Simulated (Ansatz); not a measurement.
Reaction (isomerisation): `[SiH3]N[SiH2]O[SiH3]` → `N[SiH](O)[SiH2][SiH3]`

Isolated molecules relaxed with PBE0-D4/def2-TZVP in Ansatz; ΔE leaves out vibrations. CCSD(T)/CBS adds triple-zeta CCSD(T) − MP2 to the extrapolated MP2 energy (def2 sets, frozen cores). Each species was taken in one conformer, which may not be the lowest.

`[SiH3]N[SiH2]O[SiH3]`:

Z-matrix (Å, degrees):
```
Si
N 1 1.729
H 1 1.488 2 111.6
H 1 1.485 2 106.6 3 -119.4
H 1 1.488 2 112.1 3 120.8
Si 2 1.716 1 127.2 3 118.9
H 2 1.010 1 116.5 3 -53.4
O 6 1.637 2 113.5 1 -84.5
H 6 1.483 2 107.8 1 35.3
H 6 1.481 2 108.7 1 157.3
Si 8 1.635 6 142.9 2 46.3
H 11 1.486 8 110.2 6 81.4
H 11 1.488 8 110.4 6 -38.8
H 11 1.483 8 108.5 6 -158.8
```

`N[SiH](O)[SiH2][SiH3]`:

Cartesian coordinates in Å:
```
N 2.669 -0.255 0.488
Si 1.033 0.189 0.723
O 0.245 -0.815 1.773
Si -0.309 0.062 -1.191
Si -2.576 0.209 -0.644
H 2.954 -1.048 -0.062
H 3.415 0.405 0.623
H 1.115 1.579 1.256
H 0.688 -0.999 2.604
H -0.054 -1.228 -1.898
H 0.057 1.164 -2.127
H -3.429 0.257 -1.864
H -2.982 -0.965 0.172
H -2.825 1.446 0.145
```

| level | ΔE (kJ/mol) |
| --- | --- |
| MP2/def2-TZVPP | 172.4 |
| CCSD(T)/def2-TZVPP | 159.1 |

Task: What does CCSD(T)/CBS give? (Best estimate.)

Result: The calculation gave: +158.0 kJ/mol. The listed levels differ from it by 14.4, 1.1 kJ/mol.

Largest T1 diagnostic among the species: 0.013.

In def2-TZVPP, CCSD(T) changes the Hartree–Fock value by −41.9 kJ/mol (the triples alone add −5.7 kJ/mol) and MP2 by −28.6 kJ/mol. From PBE to PBE0 (25 % exact exchange), in def2-TZVPP and without D4, ΔE moves by +15.8 kJ/mol.
